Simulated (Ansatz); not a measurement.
A run for Ansatz (a program for electronic structure): R-B3LYP-D3(BJ)/def2-TZVP on CH3Cl3Si (SMILES C[Si](Cl)(Cl)Cl).

Ansatz 0.2 input:
```yaml
crystal:
  periodic: [false, false, false]
  atoms:
    - {symbol: C, position_ang: [-1.04170000, -0.20300000, 0.03620000]}
    - {symbol: Si, position_ang: [0.82190000, 0.16020000, -0.02860000]}
    - {symbol: Cl, position_ang: [1.70540000, -1.00140000, -1.42920000]}
    - {symbol: Cl, position_ang: [1.13270000, 2.10330000, -0.49670000]}
    - {symbol: Cl, position_ang: [1.66510000, -0.22430000, 1.76940000]}
    - {symbol: H, position_ang: [-1.23160000, -1.24300000, 0.28650000]}
    - {symbol: H, position_ang: [-1.53670000, 0.41110000, 0.78330000]}
    - {symbol: H, position_ang: [-1.51520000, -0.00290000, -0.92090000]}
basis:
  gaussian:
    orbitals: def2-TZVP
hamiltonian:
  xc: b3lyp
  dispersion: d3bj
relax: {f_tol: 0.004, max_steps: 120}
scf: {lower_state_search: off}
```

Output:

```
WARN ansatz: RAYON_NUM_THREADS=4 ignored (pool sized by the plan → 4); use --threads N
Functional definition: B3LYP
these checks for a lower state are left out or cut short: stability, starts, cluster_reference, orbital_swaps, neighbouring_geometries, increment
integrals: 0.15 GiB planned
1362 factors; their error is unknown
mean field: 1.32 GiB planned
mean field evaluation 1: about -46533.2651 eV, gradient 5.5e1 eV
mean field evaluation 2: about -46529.7688 eV, gradient 6.1e1 eV
mean field evaluation 4: about -46539.7896 eV, gradient 3.3e0 eV
mean field evaluation 8: about -46539.8087 eV, gradient 2.8e-2 eV
mean field evaluation 16: about -46539.9162 eV, gradient 1.8e-3 eV
mean field -46539.91618830 eV, -1710.3103740320 hartree, gradient 6.4e-6 eV, S^2 0.000000; 0 other end points of the search recorded, 0 dependent functions left out
the calculation of the forces begins
reference -46539.91647572 eV, -1710.3103845943 hartree; 37, 37 occupied and 160, 160 virtual orbitals, 1362 factors
relax step   1: F+E_penalty+E_count = -46540.42809160 eV  Δ(F+E_penalty+E_count) = +0.000e0 eV  max|allowed force component| = 1.503e0 eV/Å  Δτ_max = 0.0000 Å  (16 SCF iters, accepted)
these checks for a lower state are left out or cut short: stability, starts, cluster_reference, orbital_swaps, neighbouring_geometries, increment
integrals: 0.15 GiB planned
1362 factors; their error is unknown
mean field: 1.32 GiB planned
mean field -46539.96817415 eV, -1710.3122844766 hartree, gradient 2.7e-6 eV, S^2 0.000000; 0 other end points of the search recorded, 0 dependent functions left out
the calculation of the forces begins
reference -46539.96846159 eV, -1710.3122950400 hartree; 37, 37 occupied and 160, 160 virtual orbitals, 1362 factors
relax step   2: F+E_penalty+E_count = -46540.47782048 eV  Δ(F+E_penalty+E_count) = -4.973e-2 eV  max|allowed force component| = 4.283e-1 eV/Å  Δτ_max = 0.0305 Å  (20 SCF iters, accepted)
these checks for a lower state are left out or cut short: stability, starts, cluster_reference, orbital_swaps, neighbouring_geometries, increment
integrals: 0.15 GiB planned
1362 factors; their error is unknown
mean field: 1.32 GiB planned
mean field evaluation 32: about -46539.9709 eV, gradient 1.7e-3 eV
mean field -46539.97088018 eV, -1710.3123839215 hartree, gradient 2.7e-6 eV, S^2 0.000000; 0 other end points of the search recorded, 0 dependent functions left out
the calculation of the forces begins
reference -46539.97116683 eV, -1710.3123944553 hartree; 37, 37 occupied and 160, 160 virtual orbitals, 1362 factors
relax step   3: F+E_penalty+E_count = -46540.48302176 eV  Δ(F+E_penalty+E_count) = -5.201e-3 eV  max|allowed force component| = 3.757e-2 eV/Å  Δτ_max = 0.0179 Å  (20 SCF iters, accepted)
these checks for a lower state are left out or cut short: stability, starts, cluster_reference, orbital_swaps, neighbouring_geometries, increment
integrals: 0.15 GiB planned
1362 factors; their error is unknown
mean field: 1.32 GiB planned
mean field -46539.97121861 eV, -1710.3123963584 hartree, gradient 2.7e-6 eV, S^2 0.000000; 0 other end points of the search recorded, 0 dependent functions left out
the calculation of the forces begins
reference -46539.97150535 eV, -1710.3124068959 hartree; 37, 37 occupied and 160, 160 virtual orbitals, 1362 factors
relax step   4: F+E_penalty+E_count = -46540.48320178 eV  Δ(F+E_penalty+E_count) = -1.800e-4 eV  max|allowed force component| = 1.303e-2 eV/Å  Δτ_max = 0.0040 Å  (21 SCF iters, accepted)
these checks for a lower state are left out or cut short: stability, starts, cluster_reference, orbital_swaps, neighbouring_geometries, increment
integrals: 0.15 GiB planned
1362 factors; their error is unknown
mean field: 1.32 GiB planned
mean field -46539.97132997 eV, -1710.3124004509 hartree, gradient 1.0e-6 eV, S^2 0.000000; 0 other end points of the search recorded, 0 dependent functions left out
the calculation of the forces begins
reference -46539.97161672 eV, -1710.3124109887 hartree; 37, 37 occupied and 160, 160 virtual orbitals, 1362 factors
relax step   5: F+E_penalty+E_count = -46540.48322594 eV  Δ(F+E_penalty+E_count) = -2.416e-5 eV  max|allowed force component| = 6.449e-3 eV/Å  Δτ_max = 0.0015 Å  (13 SCF iters, accepted)
these checks for a lower state are left out or cut short: stability, starts, cluster_reference, orbital_swaps, neighbouring_geometries, increment
integrals: 0.15 GiB planned
1362 factors; their error is unknown
mean field: 1.32 GiB planned
mean field -46539.97133067 eV, -1710.3124004766 hartree, gradient 1.8e-6 eV, S^2 0.000000; 0 other end points of the search recorded, 0 dependent functions left out
the calculation of the forces begins
reference -46539.97161742 eV, -1710.3124110143 hartree; 37, 37 occupied and 160, 160 virtual orbitals, 1362 factors
relax step   6: F+E_penalty+E_count = -46540.48322669 eV  Δ(F+E_penalty+E_count) = -7.428e-7 eV  max|allowed force component| = 7.477e-4 eV/Å  Δτ_max = 0.0001 Å  (9 SCF iters, accepted)
Total energy: -46540.48351343 eV, -1710.3312228459 hartree
Atom 0 at    -1.032838    -0.201286     0.035895 Å, force     0.000748     0.000146    -0.000016 eV/Å
Atom 1 at     0.777478     0.151530    -0.027015 Å, force    -0.000053    -0.000012    -0.000006 eV/Å
Atom 2 at     1.690184    -1.017490    -1.442174 Å, force    -0.000049     0.000011     0.000027 eV/Å
Atom 3 at     1.111890     2.117814    -0.500506 Å, force    -0.000043    -0.000043     0.000014 eV/Å
Atom 4 at     1.649523    -0.232746     1.787970 Å, force    -0.000058     0.000003    -0.000039 eV/Å
Atom 5 at    -1.200145    -1.249075     0.288336 Å, force    -0.000124    -0.000323     0.000077 eV/Å
Atom 6 at    -1.508955     0.425155     0.791183 Å, force    -0.000218     0.000170     0.000226 eV/Å
Atom 7 at    -1.487237     0.006099    -0.933689 Å, force    -0.000202     0.000048    -0.000283 eV/Å
Dipole moment:    -0.400353    -0.078019     0.013920 e Å
Checks for a lower state left out: stability, starts, cluster_reference, orbital_swaps, neighbouring_geometries, increment
```

The run converged.

Cost: about 40 core-seconds (a rough figure).
